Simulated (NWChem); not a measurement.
## Total energies of OP

```
P
O 1 1.4991
```
Charge 0, spin multiplicity 2.

Everything below was run with NWChem. All single points use one geometry, from UB3LYP/def2-SVP, a minimum by its harmonic frequencies.

Basis set: cc-pVTZ (64 functions).

```csv
method,total energy (Ha)
UHF,-415.61690
UMP2,-415.97546
UB2PLYP,-416.42050
UPBE,-416.35228
UB3LYP,-416.60149
UPBE0,-416.36994
```

Total energies of different functionals aren't comparable as a measure of quality: only differences taken within one method are. 

The correlated methods keep 6 core orbitals frozen. B3LYP has NWChem's definition, with VWN1-RPA local correlation. The structure started from a generated list of species. The unpaired electrons of the parent sit in orbitals of symmetry b2 (C2v labels of the run); other states weren't searched. The stability of the SCF solutions was not checked. Open-shell Hartree-Fock references start from PBE0 orbitals.
